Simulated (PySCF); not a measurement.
Isomers of C7H16Si2, mass 156.079 u with the commonest isotopes. Method: PBE0/pcSseg-1 in PySCF (dipole) on a GFN2-xTB geometry, gas phase. One conformer each, none proved a minimum here; rigid rotors.

**Question.** Order these by rotational constant B, smallest first.
A. `[CH2:1]1[CH2:2][CH2:3][CH:4]([CH:5]2[SiH2:6][CH2:7][SiH2:8]2)[CH2:9]1` with C3–C4–C5–Si6 -176°, C9–C1–C2–C3 41°, C1–C2–C3–C4 -30°, C2–C3–C4–C5 -115°, C4–C5–Si6–C7 129°
B. `[CH3:1][CH2:2][SiH2:3][C:4]#[C:5][SiH2:6][CH:7]([CH3:8])[CH3:9]` with C1–C2–Si3–C4 63°, C5–Si6–C7–C8 -60°
C. `[SiH3:1]/[CH:2]=[CH:3]\[SiH2:4][CH:5]1[CH2:6][CH2:7][CH2:8][CH2:9]1` with C2–C3–Si4–C5 -100°, C3–Si4–C5–C6 -175°, Si4–C5–C6–C7 -164°, C5–C6–C7–C8 23°, C6–C7–C8–C9 2°, C7–C8–C9–C5 -27°

**Answer.** B (531.8 MHz), C (562.0 MHz), A (705.3 MHz).

**Question.** Order these by rotational constant A, smallest first.
A. `[CH2:1]1[CH2:2][CH2:3][CH:4]([CH:5]2[SiH2:6][CH2:7][SiH2:8]2)[CH2:9]1` with C3–C4–C5–Si6 -176°, C9–C1–C2–C3 41°, C1–C2–C3–C4 -30°, C2–C3–C4–C5 -115°, C4–C5–Si6–C7 129°
B. `[SiH3:1]/[CH:2]=[CH:3]\[SiH2:4][CH:5]1[CH2:6][CH2:7][CH2:8][CH2:9]1` with C2–C3–Si4–C5 -100°, C3–Si4–C5–C6 -175°, Si4–C5–C6–C7 -164°, C5–C6–C7–C8 23°, C6–C7–C8–C9 2°, C7–C8–C9–C5 -27°
C. `[CH3:1][CH2:2][SiH2:3][C:4]#[C:5][SiH2:6][CH:7]([CH3:8])[CH3:9]` with C1–C2–Si3–C4 63°, C5–Si6–C7–C8 -60°

**Answer.** C (1616 MHz), B (2075 MHz), A (2307 MHz).

**Question.** Order these by dipole moment, smallest first.
A. `[CH3:1][CH2:2][SiH2:3][C:4]#[C:5][SiH2:6][CH:7]([CH3:8])[CH3:9]` with C1–C2–Si3–C4 63°, C5–Si6–C7–C8 -60°
B. `[CH2:1]1[CH2:2][CH2:3][CH:4]([CH:5]2[SiH2:6][CH2:7][SiH2:8]2)[CH2:9]1` with C3–C4–C5–Si6 -176°, C9–C1–C2–C3 41°, C1–C2–C3–C4 -30°, C2–C3–C4–C5 -115°, C4–C5–Si6–C7 129°
C. `[SiH3:1]/[CH:2]=[CH:3]\[SiH2:4][CH:5]1[CH2:6][CH2:7][CH2:8][CH2:9]1` with C2–C3–Si4–C5 -100°, C3–Si4–C5–C6 -175°, Si4–C5–C6–C7 -164°, C5–C6–C7–C8 23°, C6–C7–C8–C9 2°, C7–C8–C9–C5 -27°

**Answer.** B (0.26 D), C (0.87 D), A (1.20 D).

```csv
SMILES,point group,Ia (u·Å²),Ib (u·Å²),Ic (u·Å²),κ,μa (D),μb (D),μc (D)
[SiH3]/C=C\[SiH2]C1CCCC1,C1,243.58,899.29,1021.90,-0.91,0.54,0.03,0.69
C1CCC(C2[SiH2]C[SiH2]2)C1,C1,219.06,716.56,883.25,-0.85,0.25,0.01,0.07
CC[SiH2]C#C[SiH2]C(C)C,C1,312.74,950.26,1123.35,-0.86,0.02,1.19,0.17
```
